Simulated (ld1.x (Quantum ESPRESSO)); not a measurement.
# Ir, TM: configuration errors across variants

```
Element                 : Ir (Z = 77)
Generator               : ld1.x (Quantum ESPRESSO) 7.5
Type                    : norm-conserving Troullier–Martins (Kleinman–Bylander form)
Functional              : PBE
Relativity              : scalar-relativistic
Frozen core             : [Kr] 4d10 4f14 5s2
Valence charge          : 15
Reference configuration : 5p6 5d7 6s1.75 6p0 (charge +0.25)
Partial waves           : 5p (bound): rc 1.10 bohr; 5d (bound): rc 1.90 bohr; 6s (bound): rc 2.25 bohr
Local potential         : the s channel
Core correction         : none
```

All-electron excitation energies from the reference (eV): (1) 5p6 5d7 6s2 6p0 -1.797; (2) 5p6 5d7 6s1 6p0 8.082; (3) 5p6 5d7 6s0 6p0 25.550; (4) 5p6 5d8 6s0 6p0 6.835; (5) 5p6 5d7 6s1.5 6p0 2.237; (6) 5p6 5d7 6s0 6p2 9.210; (7) 5p6 5d5 6s0 6p0 99.667.

3 further variants failed, have other tests or another functional or relativity, and are left out.

Errors AE − PS in meV (a dash: test not solved or not reliable):

| change | (1) | (2) | (3) | (4) | (5) | (6) | (7) | bound ghosts |
| --- | --- | --- | --- | --- | --- | --- | --- | --- |
| base | +0.4 | -7.0 | -36 | -92 | -1.3 | -1403 | -202 | none |
| wave 5d (bound): rc 1.90 bohr becomes 5d (bound): rc 2.28 bohr | +0.4 | -6.6 | -35 | -83 | -1.2 | -1402 | -193 | none |
| all radii scaled by about 0.93 (s 2.08, p 1.02, d 1.76 bohr) | +0.5 | -6.2 | -32 | -82 | -1.2 | -1359 | -203 | none |
| wave 5p (bound): rc 1.10 bohr becomes 5p (bound): rc 0.76 bohr | +0.4 | -6.9 | -36 | -91 | -1.2 | -1412 | -202 | not determined |
| wave 6s (bound): rc 2.25 bohr becomes 6s (bound): rc 1.82 bohr | +0.7 | -3.8 | -19 | -52 | -0.9 | -1140 | -191 | none |
| type ultrasoft; waves now 6s (bound): rcut 1.95, rcutus 2.25 bohr; 6s channel at 3.6 Ry: rcut 1.95, rcutus 2.25 bohr; 5p (bound): rc 1.10 bohr; 6p (bound): rc 1.10 bohr; 5d (bound): rcut 1.65, rcutus 1.90 bohr; 5d channel at 4.2 Ry: rcut 1.65, rcutus 1.90 bohr; local potential all-electron potential smoothed inside 2.15 bohr (lloc = -2); augmentation PSQ, radius 0.90 bohr | +0.9 | +3.6 | +13 | – | – | – | – | none |
| core correction a·sin(br)/r model core inside 1.32 bohr | +0.4 | -7.9 | -45 | -98 | -1.3 | -1407 | -257 | none |

Question: Give the same row for: core correction a·sin(br)/r model core inside 0.70 bohr.

Answer: +0.4, -7.9, -45, -98, -1.3, -1407, -254; bound ghosts: none.
